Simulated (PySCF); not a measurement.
**Radial density of N²⁺ (nitrogen, charge +2)**

UHF, [He] 2s1 2p2, 2s spin antiparallel (an excited configuration). All numbers are calculated (PySCF 2.14, no relativity, point nucleus, in dyall-av3z).

```
r (bohr)  4πr²ρ (e/bohr)  4πr²(ρα − ρβ)
 0.00309         0.02328        -0.0008
 0.00520         0.06398        -0.0023
 0.00875          0.1722        -0.0062
  0.0147          0.4484        -0.0160
  0.0248           1.103        -0.0392
  0.0416           2.468        -0.0863
  0.0700           4.720        -0.1554
   0.118           6.958        -0.1800
   0.198           6.733         0.0196
   0.333           3.611         0.5202
   0.561           2.101         0.8813
   0.943           2.530         0.7064
    1.59           1.217         0.3192
    2.67          0.1078         0.0414
    4.49       0.0005723         0.0003
```

With the s spin flipped the determinant is a mixture of two multiplicities, not a spectroscopic state.
